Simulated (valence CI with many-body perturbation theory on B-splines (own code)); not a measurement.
Values are calculated unless marked as measured or tabulated.
## Run record, Hf⁺

The program does CI of the valence electrons with many-body perturbation theory for a frozen closed Dirac-Fock core.

Command, and the settings that its task file holds:

```sh
python run_cv.py task.json out
```

```
atom Hf  Z=72  mass_number=180  rms_radius_fm=5.3470
core [Xe] 4f14
valence 5d1 6s3
avg = 1
basis = S
breit = 1
cap = 10000
capref = 1200
cscale = 1
de = 0.0
dress = 0
eps = 2e-08
extrap = 1
h = 0.27
hh = 1
l2 = 3
lcore = 6
maxit = 60
n2 = 5
natural = 1
nlev = 21
nno = [3, 3, 3, 3, 1]
nroot = 26
nsp = [3, 3, 2, 2, 0]
pt2 = 1
qed = 1
rpa = 1
s1 = 1
s2 = 1
s3 = 1
screen = 1
tol = 2e-05
whole = 1
```

**Question.** What became of the run, and why?

**Answer.** It gave no result: a shell was given more electrons than it holds. The program said: "a valence shell holds more than 4l+2 electrons".
